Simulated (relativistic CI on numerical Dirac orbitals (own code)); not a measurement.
Charge states of promethium

Method of calculation: Dirac-Coulomb-Breit CI, KLI orbitals optimised for each configuration, model QED (radiative potential, 1s self-energy scaled to tabulated hydrogen-like ionisation energies), valence Slater integrals scaled by 0.9 (own radial code, finite nucleus).

Each species is treated in one configuration, given outside its closed core. Radial values are for the open shell of highest l, unscaled and averaged over j; ζ includes the Breit term. Labels give the leading LS character, summed over repeated terms.

```csv
Ion,Configuration,Its lowest level,LS weight (%),⟨r⟩ (bohr),⟨r²⟩ (bohr²),g_J,g√(J(J+1)),Next level,E (cm⁻¹)
Pm⁴⁹⁺,3s2,1S_0,100,,,,0.00,,
Pm⁵⁰⁺,3s,2S_1/2,100,0.2319,0.06136,1.990,1.72,,
Pm⁵¹⁺,2s2.2p6,1S_0,100,,,,0.00,,
Pm⁵²⁺,2s2.2p5,2P°_3/2,100,0.08423,0.008631,1.311,2.54,2P°_1/2,4.6604e+06
Pm⁵³⁺,2s2.2p4,3P_2,69,0.08361,0.008498,1.322,3.24,1S_0,354710
Pm⁵⁴⁺,2s2.2p3,J = 3/2 (mixed),48,0.08301,0.00837,1.335,2.59,4S°_3/2,4.5841e+06
Pm⁵⁵⁺,2s2.2p2,3P_0,69,0.08241,0.008246,,0.00,3P_1,4.6942e+06
Pm⁵⁶⁺,2s2.2p,?,?,?,?,?,?,?,?
Pm⁵⁷⁺,2s2,1S_0,100,,,,0.00,,
Pm⁵⁸⁺,2s,2S_1/2,100,0.09303,0.01022,1.969,1.70,,
Pm⁵⁹⁺,1s2,1S_0,100,,,,0.00,,
```

Task: Fill in the row of Pm⁵⁶⁺.

Result: Its lowest level 2P°_1/2; LS weight (%) 100; ⟨r⟩ (bohr) 0.08184; ⟨r²⟩ (bohr²) 0.008127; g_J 0.633; g√(J(J+1)) 0.55; Next level 2P°_3/2; E (cm⁻¹) 4.9843e+06.
